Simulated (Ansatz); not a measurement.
Reaction (substitution at a C–Ge bond): `C[C](=N)[GeH3]` + H–F → `CC(=N)F` + GeH₄

Isolated molecules relaxed with PBE0-D4/def2-TZVP in Ansatz; ΔE leaves out vibrations. CCSD(T)/CBS adds triple-zeta CCSD(T) − MP2 to the extrapolated MP2 energy (def2 sets, frozen cores). This one scheme is used for every species. Functionals use def2-TZVPP. For Ge outer-core shells are correlated without core-valence functions, which leaves a few kJ/mol of doubt a bond. Scalar relativity is left out up to krypton. One conformer a species, not always the lowest.

| level | ΔE (kJ/mol) | difference from CCSD(T)/CBS |
| --- | --- | --- |
| ωB97X-V | -9.1 | -25.3 |
| B2PLYP | -2.3 | -18.5 |
| r2SCAN | -11.4 | -27.6 |
| PBE0 | -7.1 | -23.3 |
| CCSD/def2-TZVPP | 6.4 | -9.8 |
| CCSD(T)/def2-TZVPP | 9.7 | -6.5 |
| SCS-MP2/def2-QZVPP | 14.3 | -1.9 |
| HF/CBS(def2) | -23.1 | -39.3 |
| MP2/CBS(def2) | 24.9 | 8.7 |
| CCSD/CBS(def2) | 12.9 | -3.3 |
| CCSD(T)/CBS | 16.2 | 0 |

Largest T1 diagnostic among the species: 0.012.

The D4 term adds +9.6 kJ/mol with B3LYP and +5.3 kJ/mol with PBE0; it sums over pairs of atoms, weighted by their polarisabilities, and B3LYP, whose exchange is more repulsive, gets the larger term. In def2-TZVPP, CCSD(T) changes the Hartree–Fock value by +32.1 kJ/mol (the triples alone add +3.3 kJ/mol) and MP2 by +40.8 kJ/mol.

B3LYP here is the variant with VWN-RPA as its local correlation; programs differ in this.
